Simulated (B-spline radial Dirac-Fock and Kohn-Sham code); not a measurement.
# Photoabsorption cross section of Ta by shell

System: the free tantalum atom, [Xe] 4f14 5d3 6s2.

Model: a relativistic central-field model (Hartree-Slater potential of the initial state, Latter tail, multipole expansion of the photon field, Dirac-Fock thresholds). Program: a radial B-spline solver.

Computed thresholds (eV): K 67416.9, L1 11694.6, L2 11143.2, L3 9887.3, M1 2721.4, M2 2478.6, M3 2204.7, M4 1800.1, M5 1741.6, N1 578.6, N2 478.0, N3 415.1, N4 249.8, N5 238.3, N6 31.34, N7 29.46, O1 83.01, O2 51.26, O3 42.55, O4 6.79, O5 6.31, P1 6.56.

```
photon energy (eV)  total (b)  K (%)  L (%)  M (%)  N (%)  O (%)  P (%)  tabulated (b)
             21.22  1.764e+07      –      –      –      –   99.4    0.6              –
             40.81  5.427e+06      –      –      –   15.8   83.3    0.9              –
                60  7.129e+06      –      –      –   19.6   79.8    0.6              –
                80  4.810e+06      –      –      –   57.6   41.9    0.5              –
               100  5.224e+06      –      –      –   81.5   18.2    0.3              –
               150  6.713e+06      –      –      –   94.4    5.4    0.2              –
               200  6.714e+06      –      –      –   96.1    3.7    0.1              –
               300  5.372e+06      –      –      –   96.6    3.3    0.1              –
               400  3.922e+06      –      –      –   96.5    3.4    0.1              –
               600  2.555e+06      –      –      –   96.6    3.4    0.1              –
               800  1.596e+06      –      –      –   96.2    3.7    0.1              –
              1000  1.061e+06      –      –      –   95.8    4.1    0.1      1.051e+06
            1253.6     683500      –      –      –   95.3    4.6    0.1         669000
            1486.9     482300      –      –      –   95.0    4.9    0.1         475700
              2000  1.132e+06      –      –   77.4   21.3    1.3    0.0      1.130e+06
            2984.4     560400      –      –   81.5   17.3    1.2    0.0         556200
              4000     276500      –      –   81.2   17.3    1.4    0.0         274600
            5414.7     130000      –      –   80.7   17.6    1.6    0.0         129100
              6000     100300      –      –   80.6   17.7    1.7    0.0          99630
            8047.8      47230      –      –   80.3   17.8    1.9    0.1          46900
            9251.7      32810      –      –   80.1   17.9    2.0    0.1          32630
             12000      69740      –   76.3   18.9    4.3    0.5    0.0          69570
             15000      39320      –   76.7   18.6    4.2    0.5    0.0          39400
           17479.3      26350      –   76.9   18.3    4.2    0.5    0.0          26290
           22162.9      14030      –   77.1   18.1    4.2    0.6    0.0          13970
             30000       6197      –   77.3   17.9    4.2    0.6    0.0           6192
             40000       2824      –   77.4   17.8    4.2    0.6    0.0           2819
           59318.2      948.4      –   77.5   17.7    4.2    0.6    0.0          947.5
             80000       2165   81.0   14.7    3.3    0.8    0.1    0.0           2171
            100000       1201   81.7   14.2    3.2    0.8    0.1    0.0           1208
            150000      402.7   82.4   13.6    3.1    0.7    0.1    0.0          404.5
            200000      184.4   82.8   13.3    3.0    0.7    0.1    0.0          185.1
```

Tabulated values: Elam, Ravel and Sieber (2002) photoabsorption table (xraylib 4.2).

Question: With what power of the photon energy does the total fall between 150000 and 200000 eV?

Answer: As E^-2.72. The non-relativistic Born limit for an s electron far above threshold is E^-3.5; near threshold and at relativistic energies the fall is slower.
